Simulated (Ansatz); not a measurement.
Reaction (cleavage of the Si–B bond): `[F][Zn][BH][SiH3]` + `OCS` → `[SiH3]OCS` + `[BH2][Zn][F]`

Gas-phase electronic energies from Ansatz, PBE0-D4/def2-TZVP geometries. CCSD(T)/CBS adds triple-zeta CCSD(T) − MP2 to the extrapolated MP2 energy (def2 sets, frozen cores). Functionals use def2-TZVPP. B3LYP here is the variant with VWN-RPA as its local correlation; programs differ in this. HSE06 is defined as in plane-wave codes. For Zn outer-core shells are correlated without core-valence functions, which leaves a few kJ/mol of doubt a bond. Scalar relativity is left out up to krypton. One conformer a species, not always the lowest.

```tsv
level	ΔE (kJ/mol)	difference from CCSD(T)/CBS
LDA (SPW92)	-73.8	21.6
PBE-D4	-74.7	20.7
revPBE-D4	-77.1	18.3
r2SCAN-D4	-90.1	5.3
PBE0-D4	-81.3	14.1
B3LYP-D4	-98.3	-2.9
r2SCANh-D4	-91.3	4.1
r2SCAN0-D4	-92.9	2.5
HSE06-D4	-81.0	14.4
BHLYP-D4	-106.4	-11.0
CAM-B3LYP-D4	-103.5	-8.1
ωB97X-V	-95.8	-0.4
ωB97M-V	-98.7	-3.3
B2PLYP	-101.4	-6.0
PBE-QIDH	-92.7	2.7
PBE	-73.5	21.9
revPBE	-72.7	22.7
BLYP	-91.9	3.5
r2SCAN	-89.6	5.8
PBE0	-80.2	15.2
B3LYP	-96.6	-1.2
r2SCANh	-90.8	4.6
r2SCAN0	-92.4	3.0
HSE06	-80.0	15.4
BHLYP	-106.0	-10.6
CAM-B3LYP	-102.5	-7.1
LC-ωPBE	-88.4	7.0
RPA@PBE/def2-TZVPP	-98.4	-3.0
HF/def2-SVP	-103.2	-7.8
CCSD(T)/def2-SVP	-86.7	8.7
HF/def2-TZVPP	-117.1	-21.7
SCS-MP2/def2-TZVPP	-108.3	-12.9
CCSD/def2-TZVPP	-98.3	-2.9
CCSD(T)/def2-TZVPP	-96.0	-0.6
HF/def2-QZVPP	-118.9	-23.5
MP2/def2-QZVPP	-105.2	-9.8
SCS-MP2/def2-QZVPP	-108.3	-12.9
HF/CBS(def2)	-119.1	-23.7
MP2/CBS(def2)	-104.4	-9.0
CCSD/CBS(def2)	-97.7	-2.3
CCSD(T)/CBS	-95.4	0
```

Largest T1 diagnostic among the species: 0.016.

From PBE to PBE0 (25 % exact exchange), in def2-TZVPP and without D4, ΔE moves by −6.7 kJ/mol. At CCSD(T), def2-SVP lies +8.7 kJ/mol from the extrapolated value and def2-TZVPP −0.6 kJ/mol.
